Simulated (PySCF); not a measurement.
## Worked example: chemical shift, span and skew from a shielding tensor

Si(F)2(OH)(SiH3) (F2H4OSi2), SMILES O[Si](F)(F)[SiH3]. Atoms are numbered in the order given.

```xyz
9

O     -1.5411    -0.9900     0.0000
Si     0.0001    -0.4216     0.0000
F      0.8059    -1.0052     1.2816
F      0.8059    -1.0052    -1.2816
Si    -0.0275     1.9053     0.0000
H     -1.6993    -1.9430     0.0000
H     -0.7341     2.3878    -1.2194
H      1.3742     2.4102     0.0000
H     -0.7341     2.3878     1.2194
```

The structure is a stationary point at B3LYP-D3(BJ)/def2-SVP. This is a generated structure with no PubChem entry under its InChIKey; it may be hypothetical. Other conformers were not sampled.

GIAO shieldings from PySCF with PBE0/pcSseg-1, non-relativistic, no solvent. The symmetric part of the tensor of Si2 has the principal values 354.9, 366.2, 428.0 ppm. The same nucleus in TMS has σ = 352.7 ppm at this level (PySCF, at its B3LYP-D3(BJ)/def2-TZVP geometry).

Q: Work out the isotropic shielding, the ²⁹Si shift against TMS, the span and the skew.

A: 
σ(iso) = (σ11 + σ22 + σ33)/3 = 383.0 ppm. δ = σ(ref) − σ(iso) = 352.7 − (383.0) = -30.3 ppm.
Span Ω = σ33 − σ11 = 73.1 ppm. Skew κ = 3(σ(iso) − σ22)/Ω = 0.69. Tumbling in solution averages the tensor to δ; in a static solid the shielding alone would spread this spin-1/2 line over Ω.
